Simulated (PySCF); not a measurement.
ZrCl4: PBE0 against B3LYP

Base calculation in PySCF with density fitting and no spin–orbit coupling, PBE0/def2-TZVP (scalar-relativistic core potentials): singlet, Td, Zr–Cl 2.317 Å (×4); wavenumbers 99 (×2), 109 (×3), 384, 434 (×3) cm⁻¹; gap between the highest occupied and lowest empty levels 7.03 eV, polar-tensor charge of Zr 2.31 e, atomisation energy (no zero-point energy) 1972 kJ/mol.

Question: What changes on going to B3LYP/def2-TZVP (scalar-relativistic core potentials)?

Answer: The point group stays the same. Changes: mean bond to Zr +0.019 Å, highest wavenumber -13 cm⁻¹, lowest wavenumber 0 cm⁻¹, gap between the highest occupied and lowest empty levels -0.59 eV, polar-tensor charge of Zr -0.05 e, atomisation energy (no zero-point energy) -63 kJ/mol. The new structure has Zr–Cl 2.336 Å (×4), with wavenumbers 99 (×2), 110 (×3), 373, 421 (×3) cm⁻¹.

The structures come from searches over a few start shapes, so lower isomers are not excluded.
